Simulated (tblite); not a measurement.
Compound: C₃H₉BrSi.
Bonds: C1–C2, C2–C3, C2–Si4, Si4–Br5. Hydrogens: H6, H7, H8 on C1; H9 on C2; H10, H11, H12 on C3; H13, H14 on Si4.

Computed with GFN2-xTB (tblite), gas phase: nudged elastic band of 9 images (0 to 8), spring 0.2 eV/Å², climbing image at the end, force threshold 0.05 eV/Å. The top image wasn't refined or checked by frequencies; at this threshold it can lie a kcal/mol or more above the true saddle point of the method.

The band describes a rotation about C2–Si4 (sp3 carbon bound to silicon, SiH2 silicon), followed by the dihedral C1–C2–Si4–Br5, from the optimised start (-61°) to a second optimised geometry at 59°.

Question: How does the energy change from image to image?

Answer: 
| image | dihedral (°) | E (kJ/mol) | C2–Si4 (Å) | C1···Br5 (Å) | largest true force (eV/Å) |
| --- | --- | --- | --- | --- | --- |
| 0 | -61 | 0.00 | 1.901 | 3.67 | 0.01 |
| 1 | -45 | 1.12 | 1.902 | 3.53 | 0.04 |
| 2 | -30 | 3.41 | 1.906 | 3.43 | 0.05 |
| 3 | -15 | 5.59 | 1.910 | 3.37 | 0.05 |
| 4 | 1 | 6.61 | 1.911 | 3.35 | 0.04 |
| 5 | 16 | 6.03 | 1.911 | 3.37 | 0.04 |
| 6 | 31 | 4.15 | 1.908 | 3.43 | 0.04 |
| 7 | 45 | 1.88 | 1.905 | 3.52 | 0.04 |
| 8 | 59 | 0.51 | 1.903 | 3.66 | 0.01 |

Barriers of this band. The top is image 4 at 1°: 6.61 kJ/mol forward and 6.10 kJ/mol back; the end lies 0.51 kJ/mol above the start. The central bond is 0.010 Å longer at the top than at the start.

Question: What rate follows at 298 K for crossing this barrier forward?

Answer: Taking the electronic barrier for the free energy of activation (no zero-point or entropy terms, transmission 1), rate = (kT/h)·exp(−ΔE/kT) ≈ 4 × 10^11 s⁻¹, whose inverse is 2 × 10^-12 s. An error of 1 kcal/mol in the barrier changes this by a factor of 5, and the method and the loose band can each miss by that much or more. The barrier is only 2.7 kT, where transition-state theory is rough.

Question: How would the two end points share their population at 298 K, from these energies alone?

Answer: exp(−ΔE/kT) with ΔE = 0.005 eV gives 0.82 for the higher one (end) against 1 for the lower, without vibrational, rotational or degeneracy terms. GFN2-xTB can put conformers this close in the wrong order.

What follows is the cost of the whole band run. Rough CPU time on one thread of a shared machine: about 6 s.
